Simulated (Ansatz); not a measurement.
Correlation energies of C₂H₅ClSSi (`C=C[SiH](S)Cl`) by basis set

```xyz
10

C     0.877   -0.233   -1.390
C     0.967    0.201   -0.137
Si   -0.499    0.535    0.941
S    -2.299   -0.264    0.143
Cl   -0.071   -0.240    2.801
H    -0.084   -0.426   -1.858
H     1.758   -0.409   -2.001
H     1.953    0.379    0.289
H    -0.774    1.978    1.124
H    -1.826   -1.522    0.088
```

Total charge 0; spin multiplicity 1. Geometry: relaxed with PBE0-D4/def2-TZVP. It is one conformer, not always the lowest. Frozen core, restricted reference, Ansatz. CBS rows extrapolate triple and quadruple zeta; past MP2 they add the triple-zeta difference.

```
     basis      HF (Eh)  MP2 corr.  CCSD corr.       (T)  CCSD(T) total
  def2-SVP  -1224.25874   -0.62146    -0.68242  -0.02131    -1224.96247
def2-TZVPP  -1224.74838   -0.80757    -0.86776  -0.03986    -1225.65600
def2-QZVPP  -1224.78475   -0.87366           –         –              –
 CBS(def2)  -1224.78976   -0.92262    -0.98281     as TZ    -1225.81243
```
